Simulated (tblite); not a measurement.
**Question.** Give a GFN2-xTB geometry of `C(=C\[SiH2][C@H]([SiH3])O[SiH3])/CF`.

**Answer.** 
Z-matrix in Å and degrees, rows numbered from 1:
```
F 
C   1  1.3765
C   2  1.4958  1  110.80
C   3  1.3252  2  124.47  1  -144.53
Si  4  1.8780  3  125.23  2  -179.98
C   5  1.9131  4  106.81  3  -126.93
Si  6  1.9101  5  117.00  4    58.61
O   6  1.4315  5  105.39  4   -59.83
Si  8  1.6136  6  128.74  5  -122.04
H   2  1.0951  1  107.04  3  -122.63
H   2  1.0990  1  106.05  3   120.39
H   3  1.0810  2  114.38  1    36.07
H   4  1.0844  3  118.09  2     0.94
H   5  1.4662  4  111.82  3    -7.05
H   5  1.4692  4  109.33  3   115.63
H   6  1.0953  5  108.95  4  -176.87
H   7  1.4614  6  108.83  5   -56.68
H   7  1.4640  6  107.98  5    64.32
H   7  1.4650  6  108.73  5  -176.26
H   9  1.4676  8  111.80  6   -60.99
H   9  1.4683  8  111.27  6    59.26
H   9  1.4546  8   99.11  6   179.03
```

Of the pairs four or more bonds apart, H10···H13 is among the closest relative to their van der Waals radii: 2.47 Å, 103 % of the sum of Bondi's values. Si9 (oxygen-bound silicon) is distorted tetrahedral (angles from 99.1° to 113.5°). Si5 (SiH2 silicon) is tetrahedral (angles from 106.8° to 111.8°). The C–C distances run from 1.325 Å (C3=C4, drawn double) to 1.496 Å (C2–C3, drawn single), a spread of 0.171 Å.

The geometry is computed with GFN2-xTB (gas phase).

Point group: C1 (no symmetry element, even within 0.4 Å). Its lowest GFN2-xTB frequency is 9 cm⁻¹, too small to tell a flat minimum from a shallow saddle. One conformer, not necessarily the lowest (F1–C2–C3–C4 -145°, C3–C4–Si5–C6 -127°, C4–Si5–C6–Si7 59°, Si5–C6–O8–Si9 -122°). 3 starts were optimised and ended at 0.00, 0.23 and 0.31 kcal/mol (GFN2-xTB); the lowest of these is shown.

The run took 4.4 s wall on one thread, Arm Neoverse N1 (aarch64), shared host with 64 logical CPUs at a one-minute load of 60. These figures are those of the optimisation.
